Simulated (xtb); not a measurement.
Input for xtb: GFN2-xTB on CH5BO (SMILES CBO), a point of a torsion scan.

```
$ xtb mol.xyz --gfn 2 --opt vtight --chrg 0 --uhf 0 --input xcontrol
8

C      0.87701418    -0.17370761     0.05301932
B     -0.49540732     0.63319051     0.17343386
O     -1.73250705     0.02198902    -0.29860885
H      1.18301229    -0.04318812    -0.99379180
H      1.64826923     0.24142170     0.73870399
H      0.67838490    -1.23326132     0.31322072
H     -0.43663998     1.81829912     0.07419576
H     -1.53996960    -0.82904947    -0.74815241
$constrain
  force constant=1.0
  dihedral: 4,1,2,3,80.0
$end
```

Program output:

```
[...]
           -------------------------------------------------
          |                Calculation Setup                |
           -------------------------------------------------



           -------------------------------------------------
          |                 G F N 2 - x T B                 |
           -------------------------------------------------

        Reference                      10.1021/acs.jctc.8b01176
      * Hamiltonian:
        H0-scaling (s, p, d)           1.850000    2.230000    2.230000
        zeta-weighting                 0.500000
      * Dispersion:
        s8                             2.700000
        a1                             0.520000
        a2                             5.000000
        s9                             5.000000
      * Repulsion:
        kExp                           1.500000    1.000000
        rExp                           1.000000
      * Coulomb:
        alpha                          2.000000
        third order                    shell-resolved
        anisotropic                    true
        a3                             3.000000
        a5                             4.000000
        cn-shift                       1.200000
        cn-exp                         4.000000
        max-rad                        5.000000


          ...................................................
          :                      SETUP                      :
          :.................................................:
          :  # basis functions                  17          :
          :  # atomic orbitals                  17          :
          :  # shells                           11          :
          :  # electrons                        18          :
          :  max. iterations                   250          :
          :  Hamiltonian                  GFN2-xTB          :
          :  restarted?                      false          :
          :  GBSA solvation                  false          :
          :  PC potential                    false          :
          :  electronic temp.          300.0000000     K    :
          :  accuracy                    1.0000000          :
          :  -> integral cutoff          0.2500000E+02      :
          :  -> integral neglect         0.1000000E-07      :
          :  -> SCF convergence          0.1000000E-05 Eh   :
          :  -> wf. convergence          0.1000000E-03 e    :
          :  Broyden damping             0.4000000          :
          :  net charge                          0          :
          :  unpaired electrons                  0          :
          ...................................................

 iter      E             dE          RMSdq      gap      omega  full diag
   1     -9.9061228 -0.990612E+01  0.828E+00    6.47       0.0  T
   2    -10.0498127 -0.143690E+00  0.565E+00    4.00       1.0  T
   3    -10.0636750 -0.138623E-01  0.321E+00    5.17       1.0  T
   4    -10.0799855 -0.163105E-01  0.976E-01    4.53       1.0  T
   5    -10.0802687 -0.283245E-03  0.823E-01    5.09       1.0  T
   6    -10.0870166 -0.674786E-02  0.890E-02    4.80       1.0  T
   7    -10.0869916  0.250109E-04  0.555E-02    4.78       1.0  T
   8    -10.0870190 -0.274576E-04  0.132E-02    4.80       2.7  T
   9    -10.0870197 -0.694837E-06  0.495E-03    4.80       7.1  T
  10    -10.0870200 -0.225657E-06  0.127E-03    4.80      27.9  T
  11    -10.0870200  0.280719E-08  0.609E-04    4.80      58.0  T
  12    -10.0870200 -0.397455E-08  0.749E-05    4.80     472.1  T

   *** convergence criteria satisfied after 12 iterations ***

         #    Occupation            Energy/Eh            Energy/eV
      -------------------------------------------------------------
         1        2.0000           -0.6707621             -18.2524
       ...           ...                  ...                  ...
         3        2.0000           -0.5650099             -15.3747
         4        2.0000           -0.5058877             -13.7659
         5        2.0000           -0.4876632             -13.2700
         6        2.0000           -0.4732346             -12.8774
         7        2.0000           -0.4584593             -12.4753
         8        2.0000           -0.4464903             -12.1496
         9        2.0000           -0.4066058             -11.0643 (HOMO)
        10                         -0.2303536              -6.2682 (LUMO)
        11                          0.0703942               1.9155
        12                          0.1415721               3.8524
        13                          0.1517781               4.1301
        14                          0.2053117               5.5868
       ...                                ...                  ...
        17                          0.3535736               9.6212
      -------------------------------------------------------------
                  HL-Gap            0.1762521 Eh            4.7961 eV
             Fermi-
[...]
                     0.2238594               6.0915
       ...                                ...                  ...
        17                          0.5284410              14.3796
      -------------------------------------------------------------
                  HL-Gap            0.2126322 Eh            5.7860 eV
             Fermi-level           -0.2950504 Eh           -8.0287 eV

 SCC (total)                   0 d,  0 h,  0 min,  0.001 sec
 SCC setup                      ...        0 min,  0.000 sec (  3.470%)
 Dispersion                     ...        0 min,  0.000 sec (  1.070%)
 classical contributions        ...        0 min,  0.000 sec (  0.461%)
 integral evaluation            ...        0 min,  0.000 sec ( 22.391%)
 iterations                     ...        0 min,  0.000 sec ( 20.323%)
 molecular gradient             ...        0 min,  0.001 sec ( 47.853%)
 printout                       ...        0 min,  0.000 sec (  4.013%)

         :::::::::::::::::::::::::::::::::::::::::::::::::::::
         ::                     SUMMARY                     ::
         :::::::::::::::::::::::::::::::::::::::::::::::::::::
         :: total energy             -10.024268475753 Eh    ::
         :: gradient norm              0.000128187052 Eh/a0 ::
         :: HOMO-LUMO gap              5.786018019742 eV    ::
         ::.................................................::
         :: SCC energy               -10.131648538919 Eh    ::
         :: -> isotropic ES            0.044774504428 Eh    ::
         :: -> anisotropic ES          0.004487578599 Eh    ::
         :: -> anisotropic XC          0.001598488717 Eh    ::
         :: -> dispersion             -0.002359087706 Eh    ::
         :: repulsion energy           0.107379660652 Eh    ::
         :: add. restraining           0.000000402514 Eh    ::
         :: total charge               0.000000000000 e     ::
         :::::::::::::::::::::::::::::::::::::::::::::::::::::

           -------------------------------------------------
          |                Property Printout                |
           -------------------------------------------------

    * Orbital Energies and Occupations

         #    Occupation            Energy/Eh            Energy/eV
      -------------------------------------------------------------
         1        2.0000           -0.6860064             -18.6672
         2        2.0000           -0.5844985             -15.9050
         3        2.0000           -0.5744837             -15.6325
         4        2.0000           -0.5135918             -13.9755
         5        2.0000           -0.4912928             -13.3688
         6        2.0000           -0.4728164             -12.8660
         7        2.0000           -0.4568657             -12.4319
         8        2.0000           -0.4433960             -12.0654
         9        2.0000           -0.4013665             -10.9217 (HOMO)
        10                         -0.1887343              -5.1357 (LUMO)
        11                          0.1139406               3.1005
        12                          0.1754391               4.7739
        13                          0.1961127               5.3365
        14                          0.2238594               6.0915
        15                          0.2563489               6.9756
        16                          0.4202748              11.4363
        17                          0.5284410              14.3796
      -------------------------------------------------------------
                  HL-Gap            0.2126322 Eh            5.7860 eV
             Fermi-level           -0.2950504 Eh           -8.0287 eV

     #   Z          covCN         q      C6AA      α(0)
     1   6 C        3.672    -0.204    24.804     7.138
     2   5 B        2.623     0.326    17.013     6.975
     3   8 O        1.593    -0.424    21.363     6.238
     4   1 H        0.925     0.038     2.472     2.458
     5   1 H        0.925     0.030     2.587     2.515
     6   1 H        0.925     0.026     2.639     2.540
     7   1 H        0.938    -0.092     5.280     3.592
     8   1 H        0.806     0.299     0.723     1.336

 Mol. C6AA /au·bohr⁶  :        466.320552
 Mol. C8AA /au·bohr⁸  :      10163.243317
 Mol. α(0) /au        :         32.793477


Wiberg/Mayer (AO) data.
largest (>0.10) Wiberg bond orders for each atom

 ---------------------------------------------------------------------------
     #   Z sym  total        # sym  WBO       # sym  WBO       # sym  WBO
 ---------------------------------------------------------------------------
     1   6 C    3.970 --     2 B    1.007     5 H    0.987     6 H    0.980
                             4 H    0.964
     2   5 B    3.324 --     3 O    1.316     1 C    1.007     7 H    0.956
     3   8 O    2.246 --     2 B    1.316     8 H    0.886
     4   1 H    0.999 --     1 C    0.964
     5   1 H    0.999 --     1 C    0.987
     6   1 H    0.999 --     1 C    0.980
     7   1 H    0.992 --     2 B    0.956
     8   1 H    0.911 --     3 O    0.886
 ---------------------------------------------------------------------------

Topologies differ in total number of bonds
Writing topology from bond orders to xtbtopo.mol

molecular dipole:
                 x           y           z       tot (Debye)
 q only:        0.079      -0.453      -0.127
   full:        0.165      -0.780      -0.212       2.097
molecular quadrupole (traceless):
                xx          xy          yy          xz          yz          zz
 q only:       -1.419       2.511       0.640       0.208       0.711       0.779
  q+dip:       -1.885       2.846       1.201       0.178       1.092       0.684
   full:       -2.166       3.232       0.571       0.011       0.697       1.594

           -------------------------------------------------
          |                Geometry Summary                 |
           -------------------------------------------------

      molecular mass/u    :       43.8608726
   center of mass at/Å    :       -0.4519210       0.1495859      -0.1458936
  moments of inertia/u·Å² :        0.1110475E+02   0.5768185E+02   0.6572247E+02
rotational constants/cm⁻¹ :        0.1518055E+01   0.2922519E+00   0.2564972E+00

 * 7 selected distances

     #   Z          #   Z                                           value/Å
     1   6 C        2   5 B                                       1.5907962 (max)
     2   5 B        3   8 O                                       1.3318186
     1   6 C        4   1 H                                       1.0901563
     1   6 C        5   1 H                                       1.0856163
     1   6 C        6   1 H                                       1.0897145
     2   5 B        7   1 H                                       1.1739602
     3   8 O        8   1 H                                       0.9594232 (min)

 * 5 distinct bonds (by element types)

   Z      Z             #   av. dist./Å        max./Å        min./Å
   1 H    5 B           1     1.1739602     1.1739602     1.1739602
   1 H    6 C           3     1.0884957     1.0901563     1.0856163
   5 B    6 C           1     1.5907962     1.5907962     1.5907962
   1 H    8 O           1     0.9594232     0.9594232     0.9594232
   5 B    8 O           1     1.3318186     1.3318186     1.3318186


optimized geometry written to: xtbopt.xyz


           -------------------------------------------------
          | TOTAL ENERGY              -10.024268475753 Eh   |
          | GRADIENT NORM               0.000128187052 Eh/α |
          | HOMO-LUMO GAP               5.786018019742 eV   |
           -------------------------------------------------

------------------------------------------------------------------------
------------------------------------------------------------------------
 total:
Note: The following floating-point exceptions are signalling: IEEE_DENORMAL
normal termination of xtb
 SCF:
 ANC optimizer:
```

The run finished.

Warnings raised: the energy holds the restraint's term.

Cost: roughly 0.04 core-seconds.
